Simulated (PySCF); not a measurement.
C3H4N2O, SMILES C1=NCN=CO1.

Coordinates come from a PBE0-D3(BJ)/def2-SVP optimisation. The values are those of a single conformer.

These are PBE/def2-TZVP (PySCF) values and carry that method's errors.

The molecule is in vacuum.

```yaml
total_energy: -301.18720 hartree
point_group: C2v
highest_occupied_level: -6.01 eV
lowest_empty_level: -1.91 eV
orbital_gap: 4.10 eV
dipole_moment: 1.13 D
quadrupole, principal values (traceless, Buckingham form, about the centre of nuclear charge): -3.19, 0.88, 2.31 D·Å
mean_static_polarisability: 49.1 bohr³ (7.28 Å³)
polarisability_principal_values: 33.6, 51.7, 62.1 bohr³
```
